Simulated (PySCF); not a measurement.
Some computed properties have been withheld. Give your best values.

Compound: tetrahydropyran-2-methanol, C6H12O2.
SMILES: `OC[C@H]1CCCCO1`

```tsv
property	level	value
point group	PBE0-D3(BJ)/def2-SVP	C1
rotational constants A, B, C	PBE0-D3(BJ)/def2-SVP	?
dipole moment	CAM-B3LYP/def2-SVPD	2.73 D
HOMO energy	CAM-B3LYP/def2-SVPD	?
LUMO energy	CAM-B3LYP/def2-SVPD	1.29 eV
lowest singlet excitation	TDDFT CAM-B3LYP/def2-SVPD	7.29 eV (170 nm, f = 0.002)
strongest line among the 6 lowest singlet transitions	TDDFT CAM-B3LYP/def2-SVPD	?
static isotropic polarisability	CAM-B3LYP/def2-SVPD	?
electronic spatial extent ⟨r²⟩ about the centre of nuclear charge	CAM-B3LYP/def2-SVPD	1017 bohr²
```

Gas-phase values; electronic properties from PySCF, density fitting. The structure is a single PBE0-D3(BJ)/def2-SVP conformer in the gas phase; no vibrational or solvent corrections.

(1) The HOMO energy?

(2) The rotational constants A, B, C?

(3) What is the static isotropic polarisability?

(4) What is the strongest line among the 6 lowest singlet transitions?

Answers

(1) -8.89 eV.

(2) 3.688, 1.537, 1.296 GHz.

(3) 78.4 au.

(4) S5 at 8.07 eV (154 nm, f = 0.038).

No computed singlet falls in the visible range (750 to 380 nm, 1.65 to 3.26 eV); S1 lies 4.03 eV above its blue end. The rotational constants make it an asymmetric top with κ = (2B − A − C)/(A − C) = -0.80, nearer the prolate limit (−1). The principal polarisabilities are 72.1, 76.6 and 86.4 au; their mean is the isotropic value.
